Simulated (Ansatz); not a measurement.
Two isomers of CH6BFO2Si: A = `CBO[SiH](O)F`, B = `OB([SiH3])OCF`.

Gas-phase electronic energies from Ansatz, PBE0-D4/def2-TZVP geometries. CBS: MP2 limit from def2 TZ/QZ plus the TZ coupled-cluster correction, frozen cores. DFT in def2-TZVPP. B3LYP here is the variant with VWN-RPA as its local correlation; programs differ in this. One conformer a species, not always the lowest.

Problem. Which is lower in electronic energy at CCSD(T)/CBS, and by how much? (An estimate is asked.)

Solution. Computed: A, by 98.3 kcal/mol.

Problem. Give E(B) − E(A) in kcal/mol with CCSD(T)/def2-TZVPP, ωB97M-V, MP2/def2-TZVPP, r2SCAN-D4, B2PLYP, B3LYP-D4, B3LYP. (Best estimate.)

Solution. The calculation gave: CCSD(T)/def2-TZVPP 95.5, ωB97M-V 95.8, MP2/def2-TZVPP 101.1, r2SCAN-D4 94.7, B2PLYP 97.0, B3LYP-D4 93.9, B3LYP 94.0. None reverses the order clearly.

Largest T1 diagnostic: 0.013.

From PBE to PBE0 (25 % exact exchange), in def2-TZVPP and without D4, E(B) − E(A) moves by +4.4 kcal/mol.
